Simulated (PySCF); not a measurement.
# AsN: everyday levels beside a composite calculation

PySCF; the state is a singlet (closed shell). The composite is CCSD(T) extrapolated to the basis-set limit from two correlation-consistent sets, with core-valence (CV) and scalar-relativistic (SR) terms as its label shows; it has no spin–orbit coupling and nothing beyond (T). Here it is CCSD(T)/CBS(DT)+CV. It gives Re = 1.617 Å, ωe = 1078 cm⁻¹ and De = 4.91 eV to As + N.

```
      level               basis                           relativity  Re (Å)  ωe (cm⁻¹)  De (eV)
        RHF         def2-TZVPPD                        no relativity   1.571       1307     0.10
RHF-SCS-MP2         def2-TZVPPD                        no relativity   1.655        941     5.32
RHF-CCSD(T)         def2-TZVPPD                        no relativity   1.630       1064     4.67
       PW91         def2-TZVPPD                        no relativity   1.625       1089     5.55
       BP86         def2-TZVPPD                        no relativity   1.628       1083     5.63
     r²SCAN         def2-TZVPPD                        no relativity   1.611       1135     4.73
      M06-L         def2-TZVPPD                        no relativity   1.615       1130     5.12
       PBE0  cc-pVTZ-PP/cc-pVTZ  scalar-relativistic core potentials   1.601       1167     4.57
       PBE0         def2-TZVPPD                        no relativity   1.603       1168     4.62
    ωB97X-V         def2-TZVPPD                        no relativity   1.593       1212     4.92
```

Question: Give the difference of each row from the composite.

Answer: 

| level | basis | ΔRe (pm) | Δωe (%) | ΔDe (eV) |
| --- | --- | --- | --- | --- |
| RHF | def2-TZVPPD | -4.6 | +21.2 | -4.81 |
| RHF-SCS-MP2 | def2-TZVPPD | +3.8 | -12.7 | +0.41 |
| RHF-CCSD(T) | def2-TZVPPD | +1.3 | -1.3 | -0.24 |
| PW91 | def2-TZVPPD | +0.8 | +1.0 | +0.64 |
| BP86 | def2-TZVPPD | +1.1 | +0.5 | +0.72 |
| r²SCAN | def2-TZVPPD | -0.6 | +5.3 | -0.18 |
| M06-L | def2-TZVPPD | -0.2 | +4.8 | +0.21 |
| PBE0 | cc-pVTZ-PP/cc-pVTZ | -1.6 | +8.3 | -0.34 |
| PBE0 | def2-TZVPPD | -1.4 | +8.3 | -0.29 |
| ωB97X-V | def2-TZVPPD | -2.4 | +12.4 | +0.01 |

Question: Which rows come closest in De?

Answer: ωB97X-V in def2-TZVPPD (+0.01 eV), counted from the composite.

Correlated steps freeze the inner cores (5 to 10 orbitals); shallow outer-core shells are correlated. Where the molecule has an RHF reference, its open-shell atoms are computed with UHF.
